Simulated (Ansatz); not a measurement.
`F[SiH2][SiH](Cl)Cl` and `Cl[SiH](Cl)[O][GeH3]` differ in one atom or group.

Ansatz, PBE0-D4/def2-TZVP geometries, multiplicity 1. Each molecule was computed in one conformer, which needn't be the lowest.

Scalar relativity is left out up to krypton.

```csv
property,`F[SiH2][SiH](Cl)Cl`
LUMO energy (PBE0/def2-TZVPP) / eV,-1.20
HOMO–LUMO gap (PBE/def2-TZVPP) / eV,5.05
HOMO energy (ωB97M-V/def2-TZVPP) / eV,-10.38
HOMO energy (PBE/def2-TZVPP) / eV,-7.10
HOMO energy (B3LYP/def2-TZVPP) / eV,-8.14
size of the dipole moment (ωB97M-V/def2-TZVPP) / D,1.01
```

Task: Give the same properties after the change, and the shifts. (Best estimate.)

Result: Computed: 
| property | `Cl[SiH](Cl)[O][GeH3]` | shift |
| --- | --- | --- |
| LUMO energy (PBE0/def2-TZVPP) / eV | -0.23 | 0.97 |
| HOMO–LUMO gap (PBE/def2-TZVPP) / eV | 6.38 | 1.33 |
| HOMO energy (ωB97M-V/def2-TZVPP) / eV | -11.25 | -0.87 |
| HOMO energy (PBE/def2-TZVPP) / eV | -7.51 | -0.41 |
| HOMO energy (B3LYP/def2-TZVPP) / eV | -8.69 | -0.55 |
| size of the dipole moment (ωB97M-V/def2-TZVPP) / D | 2.04 | 1.03 |

With PBE0 the HOMO falls by 0.64 eV and the LUMO rises by 0.97 eV, so the gap widens by about 1.61 eV. PBE moves the HOMO by -0.41 eV and ωB97M-V by -0.87 eV. The zero-point energy changes by 21.7 kJ/mol with +3 modes. Dipoles are sizes alone; their direction can turn.

Positive LUMOs are unbound, so they and the gaps depend on the basis.

B3LYP here is the variant with VWN-RPA as its local correlation; programs differ in this.
